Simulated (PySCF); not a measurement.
C3H10O2SSi.
Structure used (PBE0-D3(BJ)/def2-SVP), in Å, numbered top down from 1:
```xyz
17
C3H10O2SSi angstrom
C     -0.338    2.498    0.541
O     -0.326    1.537   -0.484
Si     0.211   -0.008   -0.312
O      1.792    0.038    0.159
C      2.616   -1.064    0.429
S     -0.845   -1.073    1.214
C     -2.415   -1.324    0.319
H      0.683    2.845    0.775
H     -0.789    2.098    1.466
H     -0.932    3.361    0.206
H     -0.009   -0.648   -1.635
H      2.110   -1.816    1.060
H      2.944   -1.560   -0.502
H      3.513   -0.713    0.961
H     -2.866   -0.365    0.030
H     -3.095   -1.843    1.006
H     -2.270   -1.948   -0.574
```

Linear response at B3LYP/def2-SVPD (PySCF, frozen core in the response, non-relativistic). One conformer (not necessarily the lowest) at the PBE0-D3(BJ)/def2-SVP geometry, without solvent, vibrations or thermal averaging.

Static isotropic polarisability: 92.28 au (13.67 Å³), principal values 82.7, 92.0, 102.1 au.

**Question.** What is the polarisability at 1064 nm and at the sodium D line?

**Answer.** 93.07 au at 1064 nm (+0.9 %), 94.94 au at 589.3 nm (+2.9 %). The rise at 589.3 nm is 3.36 times that at 1064 nm; a pure ω² law gives 3.26. The lowest singlet lies at 223 nm, shorter than both wavelengths.

**Question.** What is the isotropic C6 coefficient between two such molecules, C6 = (3/π)∫α(iω)² dω?

**Answer.** 3427 au (Eh·bohr⁶) by a ten-point quadrature over imaginary frequencies, which is 2050 eV·Å⁶ or 198 J·nm⁶/mol.

**Question.** Which effective excitation energy ω̄ makes London's formula C6 = (3/4)α²ω̄ exact here?

**Answer.** ω̄ = 4·C6/(3α²) = 0.537 Eh = 14.6 eV. A one-pole form α(ω) = α/(1 − ω²/ω̄²) fitted to the 1064 nm value gives 12.6 eV.

**Question.** The lowest 6 singlets have (eV, f): 5.56, 0.001; 6.26, 0.044; 6.62, 0.005; 6.69, 0.008; 6.85, 0.035; 6.97, 0.027. What share of the static polarisability do they carry in the sum over states α = Σ f/ω²?

**Answer.** 2.03 au, 2.2 % of α; the largest term, 0.83 au, is that of the state at 6.26 eV. Their oscillator strengths add up to 0.12. Higher states carry the rest.

**Question.** How many electrons N does the Slater–Kirkwood formula C6 = (3/4)·√N·α^(3/2) need to give this C6?

**Answer.** N = (4·C6/3)²/α³ = 26.6; the species has 74 electrons in all.

**Question.** What does −C6/R⁶ come to at R = 12 Å between centres?

**Answer.** -66 J/mol. This is the leading, orientation-averaged term; C8 and higher terms are left out.

**Question.** What n − 1 at the D line would an ideal gas of it have at 273.15 K and 1 atm (2.6868 × 10¹⁹ cm⁻³), by n − 1 = 2π·N·α′?

**Answer.** 23.75 × 10⁻⁴, a formal value whether or not that pressure can be reached.
